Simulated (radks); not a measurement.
Results of a calculation; reference values are marked as such.
The tungsten ion W1.25+, 72.75 electrons, occupied as [Xe] 4f14 5d(up 2, down 2) 6s(up 0.5, down 0.25) (fractional occupations, a model configuration). Code: a radial shooting solver on a logarithmic mesh with Libxc functionals. Model: scalar-relativistic Kohn-Sham, r2SCAN, spin-polarised, spherical densities, finite nucleus; meta-GGA in the generalised Kohn-Sham scheme; Fermi nuclear charge, rms radius 5.3658 fm.

Radial electron density D(r) = 4 pi r^2 rho(r):

```
   r/bohr * D(r) (the largest magnitude, 136, reaches the edge; | marks zero)
 0.001692 |      *
 0.001954 |       *
 0.002275 |         *
 0.002649 |            *
 0.003083 |              *
 0.003589 |                 *
 0.004179 |                    *
 0.004865 |                        *
 0.005663 |                            *
 0.006593 |                               *
 0.007675 |                                   *
 0.008935 |                                     *
   0.0104 |                                       *
  0.01201 |                                        *
  0.01399 |                                        *
  0.01628 |                                      *
  0.01895 |                                     *
  0.02207 |                                   *
  0.02569 |                                   *
   0.0299 |                                     *
  0.03481 |                                         *
  0.04053 |                                               *
  0.04718 |                                                    *
  0.05493 |                                                      *
  0.06394 |                                                     *
  0.07444 |                                                 *
  0.08597 |                                            *
   0.1001 |                                         *
   0.1165 |                                           *
   0.1356 |                                               *
   0.1579 |                                                 *
   0.1838 |                                              *
    0.214 |                                     *
   0.2491 |                             *
     0.29 |                         *
   0.3376 |                          *
   0.3931 |                             *
   0.4576 |                             *
   0.5327 |                        *
   0.6152 |                 *
   0.7162 |            *
   0.8338 |        *
   0.9707 |      *
     1.13 |     *
    1.316 |   *
    1.531 |  *
    1.783 | *
    2.076 |*
    2.416 |*
    2.813 *
    3.275 *
    3.782 *
    4.403 *
    5.126 *
    5.967 *
    6.947 *
    8.087 *
```

D(r) has 4 maxima, at r = 0.0124, 0.0567, 0.158, 0.419 bohr, and minima at 0.0239, 0.102, 0.295 bohr, inside which lie 1.91, 11.04, 29.82 electrons.
